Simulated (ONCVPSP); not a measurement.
Configuration tests for Lu (ONCV)

```
Element                 : lutetium (Lu)
Generator               : ONCVPSP 4.0.1
Type                    : optimised norm-conserving Vanderbilt (ONCV)
Functional              : PBE
Relativity              : scalar-relativistic
Frozen core             : [Kr] 4d10
Valence charge          : 25
Reference configuration : 4f14 5s2 5p6 5d1 6s1 (charge +1)
Partial waves           : 5s+6s: rc 1.70 bohr, ncon 4, nbas 8, qcut 9.1 1/bohr, 2 projectors; 5p: rc 1.25 bohr, ncon 3, nbas 7, qcut 7.5 1/bohr, 2 projectors, debl 3.1 Ha; 5d: rc 3.05 bohr, ncon 4, nbas 9, qcut 4.4 1/bohr, 3 projectors, debl 1.2 Ha; 4f: rc 0.80 bohr, ncon 4, nbas 9, qcut 23.2 1/bohr, 2 projectors, debl 0.7 Ha
Local potential         : polynomial inside 0.60 bohr (lpopt 5, dvloc0 0 Ha)
Core correction         : none
```

Energies are relative to the spin-unpolarised reference configuration 4f14 5s2 5p6 5d1 6s1; without spin polarisation the order of configurations can differ from experiment.

| valence configuration | charge | ΔE all-electron (eV) | error AE − PS (meV) |
| --- | --- | --- | --- |
| 4f14 5s2 5p6 5d0 6s0 | +3 | 33.236 | +43 |
| 4f14 5s2 5p6 5d1 6s1.5 | +0.5 | -4.378 | +1.0 |

(1) What are ΔE and the potential's error for 4f14 5s2 5p6 5d1 6s2?

(2) What are ΔE and the potential's error for 4f14 5s2 5p6 5d1 6s0?

Levels in the configuration 4f14 5s2 5p6 5d1 6s0:

```csv
level,all-electron (eV),pseudo (eV)
4f,-24.311,-24.340
5s,-75.773,-75.796
5p,-46.333,-46.349
5d,-15.063,-15.065
```

Note: ghosts flagged at negative energy: s at -1096.5 eV, p at -309.7 eV, d at -81.2 eV; GHOST(+) flagged for s at 234.2 eV. A true bound ghost makes a file unfit for plane-wave use.

Answers

(1) ΔE = -7.366 eV all-electron; the error (AE − PS) is +1.6 meV.

(2) ΔE = 13.279 eV all-electron; the error (AE − PS) is -6.6 meV.
